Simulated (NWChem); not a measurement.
# BrClSi

```xyz
3

Si    -1.0962    -0.5090     0.0000
Cl     0.2182    -2.1341     0.0000
Br     0.3325     1.2401     0.0000
```
Charge 0, spin multiplicity 1.

Everything below was run with NWChem. The geometry was optimised at PBE0/def2-SVP, a minimum by its harmonic frequencies.

Symmetry labels belong to the abelian group Cs used in the runs, with the axes of the coordinates shown.

The Hamiltonian is non-relativistic. The structure started from a generated list of species.

**Question.** List the lowest 4 singlet excitations that TD-PBE/def2-SVPD gives, with oscillator strengths.

**Answer.** 
```json
[
 {"state": "1", "symmetry": "a\"", "energy (eV)": "3.40", "wavelength (nm)": "364", "f": "0.012"},
 {"state": "2", "symmetry": "a\"", "energy (eV)": "3.75", "wavelength (nm)": "330", "f": "0.002"},
 {"state": "3", "symmetry": "a'", "energy (eV)": "4.59", "wavelength (nm)": "270", "f": "0.033"},
 {"state": "4", "symmetry": "a\"", "energy (eV)": "5.28", "wavelength (nm)": "235", "f": "0.007"}
]
```
